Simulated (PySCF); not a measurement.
## Radial density of Rh²⁺ (rhodium, charge +2)

B3LYP, [Kr] 4d7, high-spin 4F determinant. Computed with PySCF 2.14 in cc-pVDZ-PP with ECP28MDF, with scalar relativity through the core potential. This is the valence pseudo-density: the core potential removes the inner electrons and smooths the orbitals near the nucleus.

```tsv
r (bohr)	4πr²ρ (e/bohr)	4πr²(ρα − ρβ)
0.0198	1.113e-05	0.0000
0.0333	2.847e-05	0.0000
0.0561	7.122e-05	0.0000
0.0943	0.0003050	0.0000
0.159	0.003321	0.0007
0.267	0.05789	0.0121
0.449	1.415	0.1934
0.755	11.93	1.4930
1.27	11.35	2.3019
2.14	2.048	0.6996
3.59	0.09592	0.0310
6.04	0.0009285	0.0002
```

Energies and moments cover only the electrons outside the core potential.
